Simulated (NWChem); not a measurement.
System meant: tert-butylthiol (C4H10S); SMILES CC(C)(S)C

The following NWChem deck was run.

```
start job
memory heap 200 mb stack 900 mb global 1100 mb
geometry units angstroms noautoz
  C      0.711962     0.845569     1.263347
  C     -0.002002     0.344331     0.000000
  C      0.711962     0.845569    -1.263347
  C     -1.471715     0.794156     0.000000
  S     -0.060462    -1.526988     0.000000
  H      0.711761     1.943881     1.284012
  H      0.215419     0.483575     2.168715
  H      1.755787     0.512523     1.290848
  H      0.215419     0.483575    -2.168715
  H      0.711761     1.943881    -1.284012
  H      1.755787     0.512523    -1.290848
  H     -2.000232     0.431814    -0.888295
  H     -2.000232     0.431814     0.888295
  H     -1.520629     1.889964     0.000000
  H      1.275962    -1.727472     0.000000
end
basis spherical
  C library def2-svp
  S library def2-svp
  H library def2-svp
end
dft
  odft
  mult 2
  xc b3lyp
  iterations 150
  mulliken
end
task dft energy
```

End of the output:

```
 ==============================================================================
                                 internuclear angles
 ------------------------------------------------------------------------------
        center 1       |       center 2       |       center 3       |  degrees
 ------------------------------------------------------------------------------
    2 C                |   1 C                |   6 H                |   109.99
    2 C                |   1 C                |   7 H                |   111.21
    2 C                |   1 C                |   8 H                |   111.37
    6 H                |   1 C                |   7 H                |   108.37
    6 H                |   1 C                |   8 H                |   107.67
    7 H                |   1 C                |   8 H                |   108.11
    1 C                |   2 C                |   3 C                |   110.75
    1 C                |   2 C                |   4 C                |   110.43
    1 C                |   2 C                |   5 S                |   109.93
    3 C                |   2 C                |   4 C                |   110.43
    3 C                |   2 C                |   5 S                |   109.93
    4 C                |   2 C                |   5 S                |   105.23
    2 C                |   3 C                |   9 H                |   111.21
    2 C                |   3 C                |  10 H                |   109.99
    2 C                |   3 C                |  11 H                |   111.37
    9 H                |   3 C                |  10 H                |   108.37
    9 H                |   3 C                |  11 H                |   108.11
   10 H                |   3 C                |  11 H                |   107.67
    2 C                |   4 C                |  12 H                |   111.38
    2 C                |   4 C                |  13 H                |   111.38
    2 C                |   4 C                |  14 H                |   109.57
   12 H                |   4 C                |  13 H                |   108.39
   12 H                |   4 C                |  14 H                |   108.00
   13 H                |   4 C                |  14 H                |   108.00
    2 C                |   5 S                |  15 H                |    96.74
 ------------------------------------------------------------------------------
                            number of included internuclear angles:         25
 ==============================================================================

 Summary of "ao basis" -> "" (spherical)
 ------------------------------------------------------------------------------
       Tag                 Description            Shells   Functions and Types
 ---------------- ------------------------------  ------  ---------------------
 C                          def2-svp                 6       14   3s2p1d
 S                          def2-svp                 8       18   4s3p1d
 H                          def2-svp                 3        5   2s1p

                                 NWChem DFT Module
                                 -----------------

 Summary of "ao basis" -> "ao basis" (spherical)
 ------------------------------------------------------------------------------
       Tag                 Description            Shells   Functions and Types
 ---------------- ------------------------------  ------  ---------------------
 C                          def2-svp                 6       14   3s2p1d
 S                          def2-svp                 8       18   4s3p1d
 H                          def2-svp                 3        5   2s1p

      Symmetry analysis of basis
      --------------------------

        a'         75
        a"         49

  number of electrons :                   50
  multiplicity        :                    2
 ------------------------------------------------------------------------
  no. of electrons and multiplicity not compatible                  50
 ------------------------------------------------------------------------
 ------------------------------------------------------------------------
  current input line :
    32: task dft energy
 ------------------------------------------------------------------------
 ------------------------------------------------------------------------
 There is an error in the input file
 ------------------------------------------------------------------------
 For more information see the NWChem manual at https://nwchemgit.github.io

0: no. of electrons and multiplicity not compatible:Received an Error in Communication
```

Problem. Find the fault in this run and fix the input.

Solution. The input was rejected before any calculation. Cause: the multiplicity doesn't fit the number of electrons (an even count wants an odd multiplicity, and the reverse). This input runs:
```
start job
memory heap 200 mb stack 900 mb global 1100 mb
geometry units angstroms noautoz
  C      0.711962     0.845569     1.263347
  C     -0.002002     0.344331     0.000000
  C      0.711962     0.845569    -1.263347
  C     -1.471715     0.794156     0.000000
  S     -0.060462    -1.526988     0.000000
  H      0.711761     1.943881     1.284012
  H      0.215419     0.483575     2.168715
  H      1.755787     0.512523     1.290848
  H      0.215419     0.483575    -2.168715
  H      0.711761     1.943881    -1.284012
  H      1.755787     0.512523    -1.290848
  H     -2.000232     0.431814    -0.888295
  H     -2.000232     0.431814     0.888295
  H     -1.520629     1.889964     0.000000
  H      1.275962    -1.727472     0.000000
end
basis spherical
  * library def2-svp
end
dft
  xc b3lyp
  iterations 150
  mulliken
end
task dft energy
```
It converges to -556.42208 Ha (B3LYP/def2-SVP).
